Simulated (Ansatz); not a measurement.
Input for Ansatz (a program for electronic structure): R-wB97M-V/def2-TZVPP on CH3FSi (SMILES C[Si]F), a point of a torsion scan.

Ansatz 0.2 input:
```yaml
crystal:
  periodic: [false, false, false]
  atoms:
    - {symbol: C, position_ang: [-0.55876970, -0.03829244, -0.00774332]}
    - {symbol: Si, position_ang: [1.17271814, -0.84887835, -0.03976063]}
    - {symbol: F, position_ang: [0.69144392, -2.32802210, -0.59478041]}
    - {symbol: H, position_ang: [-0.81912699, 0.28507448, 0.99974248]}
    - {symbol: H, position_ang: [-1.34184114, -0.71461900, -0.35397921]}
    - {symbol: H, position_ang: [-0.58483717, 0.85162942, -0.63593524]}
basis:
  gaussian:
    orbitals: def2-TZVPP
hamiltonian:
  xc: {name: wB97M-V}
scf: {lower_state_search: off}
```

Output:

```
WARN ansatz: RAYON_NUM_THREADS=1 ignored (pool sized by the plan → 1); use --threads N
Functional definition: wB97M-V
these checks for a lower state are left out or cut short: stability, starts, cluster_reference, orbital_swaps, neighbouring_geometries, increment
integrals: 0.07 GiB planned
804 factors; their error is unknown
integrals: 0.10 GiB planned
181 factors; integrals over basis functions are off by at most 1.2e-5 eV
mean field: 0.63 GiB planned
mean field evaluation 1: about -11676.1521 eV, gradient 5.0e1 eV
mean field evaluation 2: about -11676.8926 eV, gradient 5.0e1 eV
mean field evaluation 4: about -11681.0197 eV, gradient 1.9e0 eV
mean field evaluation 8: about -11681.0377 eV, gradient 6.7e-2 eV
mean field evaluation 16: about -11681.0417 eV, gradient 2.7e-5 eV
mean field -11681.04168203 eV, -429.2703641203 hartree, gradient 6.0e-6 eV, S^2 0.000000; 0 other end points of the search recorded, 0 dependent functions left out
reference -11681.04171991 eV, -429.2703655123 hartree; 16, 16 occupied and 130, 130 virtual orbitals, 804 factors
Total energy: -11681.04171991 eV, -429.2703655123 hartree
Checks for a lower state left out: stability, starts, cluster_reference, orbital_swaps, neighbouring_geometries, increment
```

The run converged.

Cost: roughly 5 core-seconds.
